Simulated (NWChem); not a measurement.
System: MoS2ClF; SMILES [S]=[Mo]([F])([Cl])=[S]

Here is an NWChem input.

```
start job
memory heap 200 mb stack 900 mb global 1100 mb
geometry units angstroms noautoz
  Mo    -0.201165     0.064842     0.000000
  S      0.620302     0.987536    -1.687007
  S      0.620302     0.987536     1.687007
  F     -2.017466     0.295103     0.000000
  Cl     0.416214    -2.093820     0.000000
end
basis spherical
  * library def2-svp
end
ecp
  Mo library def2-ecp
end
dft
  xc becke97-2
  iterations 150
  mulliken
end
task dft energy
```

The geometry was optimised at PBE0/def2-SVP. def2 effective core potentials on Mo; no spin-orbit coupling.

Question: Give the results of this calculation. (B97-2/def2-SVP with def2 effective core potentials on Mo.) Quantities: energy (Ha); highest occupied level (eV); orbital gap (eV); dipole (D).

Answer: 
```
Item                            Value
---------------------------  --------
energy (Ha)                  -1424.46
highest occupied level (eV)     -7.67
orbital gap (eV)                 3.70
dipole (D)                       0.32
```
